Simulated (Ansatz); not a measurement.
CH6ClNSi, SMILES `CN[SiH2]Cl`, relaxed with RKS PBE0-D4/def2-TZVP in the Gaussian-basis code of Ansatz from a GFN2-xTB geometry. The force threshold is 0.005 eV/Å; the program also tests the step.

The species carries charge 0 and has multiplicity 1.

Start:

```xyz
10

C    -0.292    1.329   -0.358
N    -0.347   -0.103   -0.554
Si    0.203   -1.264    0.578
Cl    2.203   -1.218    0.928
H     0.667    1.756   -0.671
H    -1.090    1.814   -0.924
H    -0.433    1.546    0.699
H    -0.341   -0.343   -1.534
H    -0.124   -2.554   -0.011
H    -0.445   -0.963    1.848
```

| step | energy (eV) | largest force (eV/Å) | largest move (Å) |
| --- | --- | --- | --- |
| 1 | -23018.3349 | 1.230 | 0.000 |
| 2 | -23018.3763 | 0.358 | 0.041 |
| 3 | -23018.3803 | 0.054 | 0.021 |
| 4 | -23018.3808 | 0.099 | 0.038 |
| 5 | -23018.3810 | 0.022 | 0.009 |
| 6 | -23018.3811 | 0.007 | 0.007 |
| 7 | -23018.3812 | 0.002 | 0.005 |

End:

```xyz
10

C    -0.303    1.332   -0.360
N    -0.325   -0.099   -0.588
Si    0.187   -1.248    0.552
Cl    2.230   -1.267    0.912
H     0.645    1.799   -0.651
H    -1.113    1.824   -0.904
H    -0.456    1.533    0.703
H    -0.277   -0.354   -1.562
H    -0.160   -2.591    0.040
H    -0.429   -0.929    1.859
```

Hardware: 2 threads of an AMD EPYC 7R13 on a shared host and a share of an NVIDIA H100 80 GB. Wall time 19 s, peak host memory 0.86 GiB.
